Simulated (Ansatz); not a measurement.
The cluster HfS2⁺ was relaxed with PBE-D4 (def2-TZVP) in Ansatz in these states: charge +1 doublet, charge +1 quartet. The geometries follow in no particular order.

In the def2 sets Hf takes a core potential; there is no spin–orbit coupling.

A:

```xyz
3

Hf    0.405   -0.145   -0.963
S    -1.518   -0.668    0.039
S     1.113    0.812    0.924
```

B:

```xyz
3

Hf   -0.852   -0.464    0.770
S     0.050    1.524   -0.022
S     0.802   -1.060   -0.748
```

Judge from the bond lengths which geometry belongs to which state (an estimate).

A is the charge +1 doublet (Hf1–S2 2.230 Å, Hf1–S3 2.230 Å); B is the charge +1 quartet (Hf1–S2 2.323 Å, Hf1–S3 2.323 Å).

At PBE0-D4/def2-TZVP a doublet lies 1.71 eV below the charge +1 quartet. These are the stationary points nearest to one start from a short search; other shapes may lie lower in each state.
